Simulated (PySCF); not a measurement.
BI3. Atoms are numbered in the order given.

```xyz
4

B      0.0000     0.0000     0.0000
I      2.1334     0.0000     0.0000
I     -1.0667    -1.8476     0.0000
I     -1.0667     1.8476     0.0000
```

The structure is a stationary point at PBE-D3(BJ)/def2-SVP. The isomer is the one that the SMILES or the coordinates give; other isomers of the formula were not compared. The def2 effective core potentials stand for the cores of I; spin–orbit coupling is left out.

All values below come from PBE-D3(BJ)/def2-SVP in PySCF.

Frequencies are harmonic and unscaled.

Modes within 1.5 cm⁻¹ of each other (mostly degenerate sets) share a row, with their intensities summed.

Q: Estimate the vibrational spectrum. (Estimate from the structure and the level; the computed values follow.)

A: 
```json
[
 {"mode": "1–2", "ν (cm⁻¹)": "102", "IR (km/mol)": "0.0", "moving atoms (share of kinetic energy)": "I 98 %"},
 {"mode": "3", "ν (cm⁻¹)": "191", "IR (km/mol)": "0.0", "moving atoms (share of kinetic energy)": "I 100 %"},
 {"mode": "4", "ν (cm⁻¹)": "311", "IR (km/mol)": "2.0", "moving atoms (share of kinetic energy)": "B 97 %"},
 {"mode": "5–6", "ν (cm⁻¹)": "704", "IR (km/mol)": "465.3", "moving atoms (share of kinetic energy)": "B 95 %"}
]
```
